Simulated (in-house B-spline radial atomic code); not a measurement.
How numerical settings move a run on neutral tin, [Kr] 4d10 5s2 5p2. Computed with a B-spline radial code for spherical atoms: Dirac-Kohn-Sham BLYP, spherical fractional occupations, Fermi nucleus of rms radius 4.6519 fm.

Command:
```bash
python run_scf.py task.json out
```
Settings of the sound reference run:
```
Z                50
electrons        50
configuration    [Kr] 4d10 5s2 5p2
hamiltonian      dirac
method           b88,lyp
spin_polarised   False
nucleus          fermi
rms_radius       4.6519
mass_number      120
atomic_mass      119.9022
speed_of_light   137.036
knot_spacing     0.22
spline_order     8
gauss_points     12
box_radius       50
max_iterations   70
damping          0.5
damped_steps     3
diis_vectors     10
tolerance        1e-08
start            Thomas-Fermi
```

Cost of the run: 1.9 s on 1 thread of AMD EPYC 7R43 64-Core Processor (shared host).

It converges in 9 iterations to -6179.469913 hartree, with 5p3/2 at -3.45093 eV. The other runs change the listed settings, some to values that make no sense; their results aren't properties of the atom or ion. Radii are in bohr (the nuclear one in fm), a minus after a letter asks for a j subshell, and «unchanged» means within 1e-8 hartree. The run stops when the residual is below 10 × tolerance × max(1, Z/10), or a noise floor if that is larger, and the energy moves by less than 1e-8 × √|E| hartree; so very loose and very tight tolerances often act alike.

```tsv
changed settings	outcome
knot_spacing = 0.15, spline_order = 7, max_iterations = 5, diis_vectors = 0	not converged after 5 iterations, last residual 9.7e-04, last energy +2.35e-05 hartree from the reference
method = hf, speed_of_light = 45.01633	converged in 11 iterations to -7614.1463 hartree, a different physical problem
spline_order = 5, box_radius = 25, max_iterations = 100, damping = 0, start = bare nucleus	converged in 14 iterations, energy +1.13e-04 hartree from the reference, 5p3/2 level -1.8e-05 eV
max_iterations = 12	converged in 9 iterations, energy unchanged
tolerance = 1e-06	converged in 8 iterations, energy +4.24e-08 hartree from the reference, 5p3/2 level -1.4e-03 eV
max_iterations = 3	not converged after 3 iterations, last residual 1.8e-02, last energy +8.16e-03 hartree from the reference
electrons = 55, configuration = [Kr] 4d10 5s2 5p7, max_iterations = 100	stopped with error: shell 5p holds at most 6 electrons
damping = 0	converged in 12 iterations, energy unchanged, 5p3/2 level -6.3e-06 eV
damping = 0.2	converged in 11 iterations, energy unchanged, 5p3/2 level -2.3e-05 eV
max_iterations = 2	not converged after 2 iterations, last residual 2.3e-01, last energy +1.94e+00 hartree from the reference
max_iterations = 5	not converged after 5 iterations, last residual 2.2e-03, last energy +2.56e-04 hartree from the reference
knot_spacing = 0.4, max_iterations = 2, damped_steps = 1	not converged after 2 iterations, last residual 3.8e-01, last energy +1.94e+00 hartree from the reference
```

Problem. What happens with max_iterations = 8?

Solution. Not converged after 8 iterations, last residual 2.5e-05, last energy +4.28e-08 hartree from the reference.

Problem. What happens with damping = 0.95?

Solution. Converged in 11 iterations, energy unchanged, 5p3/2 level -3.1e-05 eV.

Problem. What happens with damping = 0.8?

Solution. Converged in 10 iterations, energy unchanged, 5p3/2 level -2.2e-05 eV.

Problem. What happens with first_knot = 0.002, max_iterations = 12?

Solution. Converged in 9 iterations, energy +2.66e-02 hartree from the reference, 5p3/2 level +2.0e-05 eV.
